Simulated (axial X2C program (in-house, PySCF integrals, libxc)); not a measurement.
**IrB⁺: cheaper levels and CCSD(T), 2c**

All values were computed with an in-house relativistic program for diatomic molecules. Two-component (2c) means X2C with spin–orbit coupling and atomic mean-field two-electron Coulomb and Gaunt terms. Basis: Ir dyall-cv3z [13s14p9d6f4g], B dyall-v3z [7s6p2d1f] (cores contracted in-house); Gaussian nuclei, density fitting, unrestricted open shells. Masses: Ir 192.963 u, B 11.009 u.

State: Ω = 7/2 (⟨Sz⟩ = 1.46, ⟨Lz⟩ = 2.04 at HF); fragments Ir + B+ for PBE0, MP2, CCSD, PW91, CCSD(T); Ir+ + B for HF.

| level | Re (Å) | ωe (cm⁻¹) | De (eV) |
| --- | --- | --- | --- |
| PBE0 | 1.839 | 816.1 | n/a |
| HF | 1.930 | 640.3 | 2.05 |
| MP2 | 1.808 | 876.2 | n/a |
| CCSD | 1.851 | 791.8 | n/a |
| PW91 | 1.838 | 830.5 | 5.38 |

Correlated methods: 11 electrons correlated (number of frozen shells: Ir 5 s, 4 p, 2 d, 1 f; B 1 s), 271 virtual spin orbitals or spinors in MP2, 90 natural virtuals in coupled cluster.

CCSD(T), same Hamiltonian and basis:

Re = 1.849 Å, ωe = 808.8 cm⁻¹; T1 = 0.040 (Lee–Taylor normalisation).

Task: Give the differences from CCSD(T) in the columns below.

Result: 

| level | ΔRe (Å) | Δωe (cm⁻¹) |
| --- | --- | --- |
| PBE0 | -0.010 | 7 |
| HF | 0.081 | -168 |
| MP2 | -0.041 | 67 |
| CCSD | 0.002 | -17 |
| PW91 | -0.011 | 22 |

The state is a single determinant with fixed occupations, the lowest that a limited PBE0 search found. Dissociation energies refer to the lowest single-determinant-based atoms at the same level and basis. De is not given where an atomic determinant may have missed its ground term or J level, or where the truncated virtual space spoils (T). Density functionals use the spin component along the axis (collinear). Coupled cluster ran in a truncated set of natural virtual spinors; the MP2 energy of the rest was added. (T) has no such correction and the atoms are truncated less, which lowers De at CCSD(T) by a hundredth of an eV or more. Other states lie close and PBE0, whose exact exchange favours high spin, may order them wrongly; the determinant shown need not be the ground state. The nearest other 2c determinant of the search, Ω = 3/2, lies 0.62 eV up at the distance of the search. Without a current term, density functionals place determinants with orbital angular momentum somewhat too high. With several unpaired electrons one determinant need not be a pure state. At some level and bond length an empty orbital lies below a filled one.
